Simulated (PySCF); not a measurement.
Job for PySCF: R-BP86/6-31G* on CH6GaN (SMILES [CH3][GaH][NH2]), a point of a torsion scan.

```python
from pyscf import gto, scf, dft, mp
from pyscf.data.elements import chemcore

mol = gto.M(
    atom='''
    C    -1.53640649    0.13279949   -0.24162085
    Ga    0.23695507   -0.28321786    0.62528686
    N     1.80383160    0.07239721   -0.21631568
    H    -2.20783149   -0.72896280   -0.23578834
    H    -2.04944430    0.95248732    0.26713838
    H    -1.36100578    0.42988204   -1.27948898
    H     0.46313975   -0.91792900    2.03313616
    H     1.90682436    0.48464647   -1.13603655
    H     2.72706964   -0.09593927    0.16489321
    ''',
    basis='6-31g*',
    cart=True,
    charge=0, spin=0, verbose=3, max_memory=1800)
mf = dft.RKS(mol, xc='b88,p86')
mf.conv_tol = 1e-8
mf.max_cycle = 100
mf.kernel()
if not mf.converged:
    mf = mf.newton().run(mf.mo_coeff, mf.mo_occ)
```

It printed:

```
converged SCF energy = -2021.31931086587
```

Self-consistency was reached.

Cost: roughly 14 core-seconds.
